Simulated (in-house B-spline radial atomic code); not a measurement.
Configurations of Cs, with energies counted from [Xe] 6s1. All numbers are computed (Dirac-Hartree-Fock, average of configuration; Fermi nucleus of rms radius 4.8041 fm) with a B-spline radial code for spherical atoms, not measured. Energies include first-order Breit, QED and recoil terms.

Occupations are held fixed; configurations that lie above the ionisation limit could autoionise.

```
                         configuration  E - E(ref) (eV)  highest orbital  its <r> (bohr)
                              [Xe] 5d1           1.7103            5d3/2           7.706
                              [Xe] 6g1           3.0968            6g9/2              44
              [Kr] 4d9 5s2 5p6 6s1 6g1           82.475            6g9/2           43.98
              [Kr] 4d9 5s2 5p6 6s1 7g1           82.575            7g9/2           63.48
[Ar] 3d10 4s2 4p5 4d10 5s2 5p6 5d1 6s1           178.34            5d5/2           3.807
```

(1) Order these further configurations by energy, lowest first.
A. [Kr] 4d10 4f1 5s2 5p5 6s1
B. [Ar] 3d10 4s2 4p5 4d10 5s2 5p6 6s1 6f1
C. [Kr] 4d9 5s2 5p6 6s1 7f1
D. [Kr] 4d9 5s2 5p6 6s1 10p1
E. [Kr] 4d9 5s2 5p6 5f1 6s1

(2) How far above the reference does [Ar] 3d10 4s2 4p5 4d10 5s2 5p6 6s1 9d1 lie?

## Answers

(1) A (16.362 eV), E (82.304 eV), D (82.512 eV), C (82.573 eV), B (181.27 eV).

(2) 181.31 eV; its least bound orbital is 9d5/2 with <r> = 57.95 bohr.
